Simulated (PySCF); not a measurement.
B(H)(Cl)(Br), SMILES B(Cl)Br, B3LYP/def2-SVP optimised geometry.

```
4

B     -0.50     0.22     0.00
H     -1.08     1.27     0.00
Cl    -1.41    -1.27     0.00
Br     1.41     0.22     0.00
```

Density from B3LYP/def2-TZVP in PySCF at that geometry.

Minimum of the electron density along straight lines between bonded atoms, close to the bond critical point (lines longer than 1.1 times the sum of covalent radii, or with two minima, are not listed):

```json
[
 {"bond": "B1–H2", "length / Å": "1.197", "ρ at the minimum / e bohr⁻³": "0.195", "∇²ρ there / e bohr⁻⁵": "-0.51", "position (fraction from the first atom)": "0.44"},
 {"bond": "B1–Cl3", "length / Å": "1.744", "ρ at the minimum / e bohr⁻³": "0.155", "∇²ρ there / e bohr⁻⁵": "-0.03", "position (fraction from the first atom)": "0.30"},
 {"bond": "B1–Br4", "length / Å": "1.909", "ρ at the minimum / e bohr⁻³": "0.139", "∇²ρ there / e bohr⁻⁵": "-0.27", "position (fraction from the first atom)": "0.31"}
]
```
